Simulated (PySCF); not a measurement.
CH₂O, SMILES [H]/[O+]=[C-]/[H]. Coordinates come from a ωB97X-D3(BJ)/def2-TZVPD optimisation.

TDDFT-LC-ωPBE/def2-TZVPD (PySCF) puts the lowest singlet excitations at 2.75, 5.94, 6.95, 7.86, 8.01, 8.70 eV.

**Question.** What are the lowest excitation roots from ADC(2)/aug-cc-pVDZ run with PySCF 2.14.0? (Estimate from the structure and the level; the computed values follow.)

**Answer.** 3.02, 5.47, 6.34, 7.39, 7.46, 8.15 eV. S1 differs by 0.26 eV (second minus first; roots are paired by order, and the bases may differ).
